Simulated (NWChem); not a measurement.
Molecule: SiBrCl$_{3}$; SMILES Br[Si](Cl)(Cl)Cl

```xyz
5

Cl    -1.7642    -0.7548     1.1005
Si     0.0000     0.0000     0.4123
Cl     1.5358    -1.1505     1.1005
Cl     0.2284     1.9053     1.1005
Br     0.0000     0.0000    -1.7815
```
Atoms are numbered in this order, from 1.

Level: PBE0/def2-SVP (NWChem), optimised geometry, unscaled harmonic frequencies. This build's default masses of Se (78.918 u) and Br (79.917 u) are each other's, which moves their modes by up to 0.6 %.

Task: List the harmonic frequencies with IR intensities, and the thermochemistry.

Result: 
| frequency (cm⁻¹) | IR intensity (km/mol) |
|---|---|
| 128 | 0.1 |
| 128 | 0.1 |
| 185 | 4.9 |
| 201 | 5.4 |
| 201 | 5.4 |
| 370 | 9.8 |
| 567 | 185.5 |
| 635 | 174.0 |
| 635 | 174.0 |

```json
{
  "zero_point_energy": "4.4 kcal/mol",
  "thermal correction to the enthalpy at 298.15 K (with zero-point energy)": "9.2 kcal/mol",
  "heat capacity Cv": "19.9 cal/(mol K)",
  "entropy at 298.15 K and 1 atm (symmetry number 3)": "84.8 cal/(mol K)",
  "dipole_moment": "0.19 D"
}
```

Rigid rotor and harmonic oscillator.
